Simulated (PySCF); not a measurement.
AgF (SMILES [F][Ag]), singlet, geometry from GFN2-xTB (such geometries of metal compounds can be far from the true shape) (core potentials on Ag). Base run: B3LYP/def2-SVPD, polarisability run with PySCF.

Here is a job for PySCF.
```python
from pyscf import gto, scf, dft
from pyscf.prop import polarizability

mol = gto.M(
    atom='''
Ag   -0.00000000   -0.00000000   -0.31678493
F     0.00000000    0.00000000    1.65432128
''',
    basis='def2-svpd',
    ecp={'Ag': 'def2-svpd'},
    verbose=4,
)

mf = dft.RKS(mol)
mf.xc = 'b3lyp'
mf.kernel()
alpha = mf.Polarizability().polarizability()[2, 2]
print('alpha_zz =', alpha)
```

Each row names what was changed in the base input (with any setting that the change needs).

| change | alpha_zz (bohr³) | basis functions |
|---|---|---|
| base | 28.81 | 57 |
| functional = lda,vwn | 32.08 | 57 |
| functional = hf | 16.99 | 57 |
| basis = def2-TZVPD | (withheld) | (withheld) |
| finite field (a.u.) = 0.05; conv_tol = 1e-11 | 33.45 | 57 |
| basis = def2-TZVP | 27.42 | 71 |
| finite field (a.u.) = 2e-4; conv_tol = 1e-11 | 28.81 | 57 |
| functional = pbe | 32.50 | 57 |
| finite field (a.u.) = 2e-4; conv_tol = 1e-6 | 46.53 | 57 |
| finite field (a.u.) = 0.001; conv_tol = 1e-11 | 28.81 | 57 |
| finite field (a.u.) = 0.02; conv_tol = 1e-11 | 29.37 | 57 |
| finite field (a.u.) = 0.005; conv_tol = 1e-11 | 28.85 | 57 |

Q: Some entries are withheld; supply them.

A: 
- basis = def2-TZVPD, alpha_zz (bohr³): 29.87
- basis = def2-TZVPD, basis functions: 80

Finite-field rows take the second difference of the energy in a field along z; a small field with loose convergence shows SCF noise divided by the square of the field, and a large one adds hyperpolarisability.
